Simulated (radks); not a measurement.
Isoelectronic series with 15 electrons, each ion in its NIST ground configuration. All-electron calculation, scalar-relativistic Kohn-Sham, LDA (Slater exchange, Perdew-Wang correlation), spin-polarised, spherical densities, finite nucleus; open shells are filled with parallel spins first (spin-orbit coupling, left out, can overturn this in heavy ions); Fermi nuclear charge, rms radius of each element as measured or else 0.836 A^(1/3) + 0.57 fm. Program: a radial shooting solver on a logarithmic mesh with Libxc functionals. Total energies (hartree) and mean radii <r> (bohr) (* marks an orbital that is empty in some or all of the ions):

ion    configuration  E (hartree)  3p down*   3p up  3s down   3s up  2p down
P       [Ne] 3s2 3p3   -340.84712     2.497   2.327    1.915   1.887   0.4860
V8+     [Ne] 3s2 3p3   -924.41869    0.8737  0.8667   0.8587  0.8535   0.2726
Ga16+   [Ne] 3s2 3p3  -1809.45824    0.5518  0.5496   0.5602  0.5581   0.1888
Ag32+   [Ne] 3s2 3p3  -4520.64471    0.3182  0.3175   0.3281  0.3274   0.1160
Cs40+   [Ne] 3s2 3p3   -6374.8082    0.2618  0.2614   0.2699  0.2694  0.09673
Lu56+   [Ne] 3s2 3p3  -11186.6642    0.1918  0.1916   0.1959  0.1957  0.07192

Estimate the row of Eu48+ ([Ne] 3s2 3p3).

Answer. E (hartree) -8587.6959; 3p down* 0.2218; 3p up 0.2215; 3s down 0.2279; 3s up 0.2276; 2p down 0.08267.
